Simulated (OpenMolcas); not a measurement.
## Dy3+: moving or changing the point charges

Dy3+ among 2 point charges of -1 e arranged as a linear pair (D∞h), 2.44 Å from the ion.
```
   0.0000    0.0000    2.4400  -1.00
   0.0000    0.0000   -2.4400  -1.00
```

- Program: OpenMolcas
- Method: CASSCF
- Basis: ANO-RCC-VDZP [7s6p4d2f1g]
- Scalar Hamiltonian: DKH2, point nucleus
- Active space: 9 electrons in 7 orbitals (4f)
- State averaging: 2S+1 = 6 odd, 21 roots; 2S+1 = 4 odd, 115 roots kept (CI in the orbitals of an earlier block, 108 in the spin-orbit step); 2S+1 = 2 odd, 82 roots kept (CI in the orbitals of an earlier block, 40 in the spin-orbit step)
- Spin-orbit coupling: RASSI with atomic mean-field integrals over the reference wave functions

Runs around this geometry, states (labels by Λ). Energies in cm-1 above the lowest state or level, χT in cm3 K/mol.

```json
{"R (Å)": "2.44", "Ground state": "6H", "First state of that spin": "6Γ 622.7", "First gap with spin-orbit (degeneracies)": "380.4 (2, 2)", "Width of lowest J": "1370", "χT at 300 K": "13.677"}
{"R (Å)": "2.68", "Ground state": "6H", "First state of that spin": "6Γ 461.5", "First gap with spin-orbit (degeneracies)": "286.8 (2, 2)", "Width of lowest J": "1043", "χT at 300 K": "13.798"}
{"R (Å)": "2.87", "Ground state": "6H", "First state of that spin": "6Γ 371.2", "First gap with spin-orbit (degeneracies)": "232.9 (2, 2)", "Width of lowest J": "854", "χT at 300 K": "13.870"}
```

Taking the width of the lowest J multiplet as R^-n, n = -ln(854 / 1370) / ln(2.87 / 2.44) = 2.9 between the shortest and longest distance.

High states are left out of the spin-orbit mixing, which shifts the levels that they would mix with. Point charges carry no covalency, so the field is a model and not that of real ligands. No measured value stands beside these numbers.
